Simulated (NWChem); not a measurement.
The numbers come from NWChem runs, not from measurements. System: 1,2,4-triazole (C2H3N3), charge 0, spin multiplicity 1, at a geometry optimised with B3LYP/def2-SVP. Level: G0W0@PBE0/def2-TZVP, RI basis def2-tzvp-rifit.

The NWChem input:

```
start mol
memory heap 200 mb stack 700 mb global 1700 mb
geometry units angstroms nocenter noautoz
  C     -1.119384    -0.022033     0.000000
  N     -0.412217     1.142081     0.000000
  C      0.838244     0.726231     0.000000
  N      0.867425    -0.627169     0.000000
  N     -0.384502    -1.123080     0.000000
  H     -2.208598    -0.060792     0.000000
  H      1.735051     1.345990     0.000000
  H      1.665446    -1.253207     0.000000
  symmetry group Cs
end
basis spherical
  * library def2-tzvp
end
basis "ri basis" bse spherical
  * library def2-tzvp-rifit
end
dft
  xc pbe0
  iterations 100
  direct
  tolerances tight
end
task dft energy
gw
  method cdgw
  states alpha occ 4 vir 2
end
task dft gw
```

Part of the output:

```
             Northwest Computational Chemistry Package (NWChem) 7.3.0
             --------------------------------------------------------

                                NWChem Input Module
                                -------------------

 Scaling coordinates for geometry "geometry" by  1.889725989
 (inverse scale =  0.529177249)

 Turning off AUTOSYM since
 SYMMETRY directive was detected!

                             Geometry "geometry" -> ""
                             -------------------------

 Output coordinates in angstroms (scale by  1.889725989 to convert to a.u.)

  No.       Tag          Charge          X              Y              Z
 ---- ---------------- ---------- -------------- -------------- --------------
    1 C                    6.0000    -1.11938400    -0.02203300     0.00000000
    2 N                    7.0000    -0.41221700     1.14208100     0.00000000
    3 C                    6.0000     0.83824400     0.72623100     0.00000000
    4 N                    7.0000     0.86742500    -0.62716900     0.00000000
    5 N                    7.0000    -0.38450200    -1.12308000     0.00000000
    6 H                    1.0000    -2.20859800    -0.06079200     0.00000000
    7 H                    1.0000     1.73505100     1.34599000     0.00000000
    8 H                    1.0000     1.66544600    -1.25320700     0.00000000

 Effective nuclear repulsion energy (a.u.)     165.4559303913

            Nuclear Dipole moment (a.u.)
            ----------------------------
        X                 Y               Z
 ---------------- ---------------- ----------------
     0.0000018897     0.0000056692     0.0000000000

      Symmetry information
      --------------------

 Group name             Cs
 Group number              2
 Group order               2
 No. of unique centers     8

      Symmetry unique atoms

     1    2    3    4    5    6    7    8


 Summary of "ao basis" -> "" (spherical)
 ------------------------------------------------------------------------------
       Tag                 Description            Shells   Functions and Types
[...]
           0.634075762720         175.622214242939           0.000000000000
           0.000000000000           0.000000000000         358.397210670697

     Multipole analysis of the density
     ---------------------------------

     L   x y z        total         alpha         beta         nuclear
     -   - - -        -----         -----         ----         -------
     0   0 0 0     -0.000000    -18.000000    -18.000000     36.000000

     1   1 0 0      1.103096      0.551547      0.551547      0.000002
     1   0 1 0     -0.271905     -0.135955     -0.135955      0.000006
     1   0 0 1     -0.000000     -0.000000     -0.000000      0.000000

     2   2 0 0    -15.316439    -61.023123    -61.023123    106.729807
     2   1 1 0     -0.527611     -0.446189     -0.446189      0.364768
     2   1 0 1      0.000000      0.000000      0.000000      0.000000
     2   0 2 0    -24.560686    -60.965171    -60.965171     97.369656
     2   0 1 1      0.000000      0.000000      0.000000      0.000000
     2   0 0 2    -22.318510    -11.159255    -11.159255      0.000000

 Task  times  cpu:       38.3s     wall:       38.3s

                                NWChem Input Module
                                -------------------

                                 NWChem GW Module
                                 ----------------

                             ***********************
                             ***        GW       ***
                             ***********************

 Summary of "ri basis" -> "ri basis" (spherical)
 ------------------------------------------------------------------------------
       Tag                 Description            Shells   Functions and Types
 ---------------- ------------------------------  ------  ---------------------
 C                      def2-tzvp-rifit             22       76   8s6p4d3f1g
 N                      def2-tzvp-rifit             22       76   8s6p4d3f1g
 H                      def2-tzvp-rifit              7       15   4s2p1d

                 Memory Information
                 ------------------
          Available GA per process is          1699.8 MBs
          Available stack per process is        700.0 MBs
          Available heap per process is           0.0 MBs

          Peak memory in Initialization
              Peak GA per process is                 12.9 MBs
              Peak stack per process is               0.4 MBs
              Peak heap per process is               13.3 MBs
              Memory not in MA per process            0.0 MBs

          Peak memory in CDGW Calculation
              Peak GA per process is                 15.8 MBs
              Peak stack per process is               2.8 MBs
              Peak heap per process is                3.4 MBs
              Memory not in MA per process            0.0 MBs

          Computing 2-center integrals
          Computing Inverse Cholesky factor
          Computing 3-center integrals
          Computing Vxc

          Computing Sigma_x
          Computing W(iw) on the imaginary grid
          Solving quasiparticle equations

                  Alpha Orbitals
          State     Energy (eV)     Error (eV)
          -----------------------------------
@GW        15        -11.704           0.005
@GW        16        -10.755           0.002
@GW        17        -10.317           0.005
@GW        18         -9.951           0.002
@GW        19          2.199           0.002
@GW        20          2.581           0.003

     GW Timing Statistics
   ------------------------
   Init.   :          0.1s
     ERIs  :          1.6s
     Distr.:          0.0s
     Vxc   :          3.8s
   Vmo     :          0.0s
   iW      :          2.8s
   I_n     :          0.0s
   R_n     :          0.3s
   GW total:          8.6s

 Task  times  cpu:        8.6s     wall:        8.6s

 Total times  cpu:       47.0s     wall:       47.0s
```
